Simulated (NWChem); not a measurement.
# GaHSeF₂; SMILES [F][Ga]([F])[SeH]

```xyz
5

Ga    -0.0118     0.7598     0.0000
F     -1.4874     1.7175     0.0000
F      1.4857     1.6870     0.0000
Se    -0.0316    -1.5487     0.0000
H      1.4548    -1.5377     0.0000
```
Atoms are numbered in this order, from 1.

Results from NWChem. Pople sets run with spherical d functions. Medium grid unless said otherwise, to which SCAN and Minnesota functionals are sensitive. Structure relaxed at the PBE-D3(BJ)/def2-SVP level. B3LYP is NWChem's, with the RPA form of VWN correlation. Total energies of different functionals are on different scales.

```tsv
level	energy (Ha)	highest occupied level (eV)	orbital gap (eV)	dipole (D)
B3LYP/6-31G*	-4526.3080	-7.77	5.55	2.40
PBE/6-31G*	-4525.3894	-6.82	4.02	2.27
TPSSh/6-31G*	-4526.1322	-7.41	5.09	2.26
BHandHLYP/6-31G*	-4526.1133	-9.07	8.02	2.47
M06-L/6-31G*	-4526.0698	-6.98	4.54	2.54
MN15-L/6-31G*	-4526.1099	-7.24	4.96	2.20
B3PW91/6-31G*	-4526.1828	-7.85	5.73	2.37
```
